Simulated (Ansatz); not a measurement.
Computed with Ansatz on PBE0-D4/def2-TZVP structures; ΔE is electronic, products minus reactants. CBS: MP2 limit from def2 TZ/QZ plus the TZ coupled-cluster correction, frozen cores. Functionals use def2-TZVPP. def2 core potentials past Kr. For In outer-core shells are correlated without core-valence functions, which leaves a few kJ/mol of doubt a bond. Each species was taken in one conformer, which may not be the lowest.

Reaction (substitution at a C–C bond): `B/C(C)=C/C` + `C[O][In]([OH])[SH]` → `C[O][In]([SH])[O]C` + `BC(=C)C`

```json
{"species": "`B/C(C)=C/C`", "PBE energy (Eh)": "-182.44717"}
{"species": "`C[O][In]([OH])[SH]`", "PBE energy (Eh)": "-779.65583"}
{"species": "`C[O][In]([SH])[O]C`", "PBE energy (Eh)": "-818.90409"}
{"species": "`BC(=C)C`", "PBE energy (Eh)": "-143.17019"}
```

**Question.** Work out ΔE.

**Answer.** ΔE = (-818.90409) + (-143.17019) − (-182.44717) − (-779.65583) = 0.02872 Eh = +18.0 kcal/mol. CCSD(T)/CBS gives +17.7 kcal/mol.

Largest T1 diagnostic among the species: 0.016.

In def2-TZVPP, CCSD(T) changes the Hartree–Fock value by +3.2 kcal/mol (the triples alone add +0.3 kcal/mol) and MP2 by +5.2 kcal/mol.
